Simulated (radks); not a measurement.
Cd I, 48 electrons, occupied as [Kr] 4d8 5p4 (not the ground configuration).

Method: Dirac Kohn-Sham, PBEsol, spin-unpolarised, spherical densities, finite nucleus; open shells are shared between the two j in proportion to 2j + 1; Fermi nuclear charge, rms radius 4.6087 fm; computed with a radial shooting solver on a logarithmic mesh with Libxc functionals.

Energy parts (eV):
| part | energy |
|---|---|
| total | -152159.102 |
| kinetic | 159541.103 |
| electron-nucleus | -368548.494 |
| Hartree | 60964.178 |
| exchange-correlation | -4115.889 |

Orbitals (lengths in bohr, moments of r in powers of bohr; r(max) is where P^2 peaks; r(90%) holds 90 % of the orbital's charge):
orbital     occ.  eigenvalue (eV)  r(90%)   r(max)  small-component weight
1s1/2          2        -26510.24  0.0546  0.01968                3.09e-02
2s1/2          2        -3949.675   0.203   0.1114                6.50e-03
2p1/2          2        -3678.742   0.182  0.08598                6.52e-03
2p3/2          4        -3486.459   0.189  0.09033                6.25e-03
3s1/2          2        -749.6122   0.528   0.3242                1.85e-03
3p1/2          2        -641.0360   0.527   0.3105                1.79e-03
3p3/2          4        -606.6810   0.542   0.3206                1.72e-03
3d3/2          4        -414.3855   0.526   0.2640                1.60e-03
3d5/2          6        -407.3991   0.531   0.2669                1.58e-03
4s1/2          2        -121.3918    1.26   0.7933                4.87e-04
4p1/2          2         -86.2120    1.36   0.8249                4.31e-04
4p3/2          4         -80.1918    1.41   0.8492                4.09e-04
4d3/2        3.2         -25.5901    1.82   0.9540                2.76e-04
4d5/2        4.8         -24.7852    1.85   0.9635                2.71e-04
5p1/2    1.33333          -5.0987    4.64    2.523                4.39e-05
5p3/2    2.66667          -4.6441    4.82    2.620                4.05e-05

The highest occupied level is 5p3/2 at -4.644 eV. The electron density at the nucleus is 1.592e+05 e/bohr^3. The density falls to 0.001 e/bohr^3 at r = 5.02 bohr.
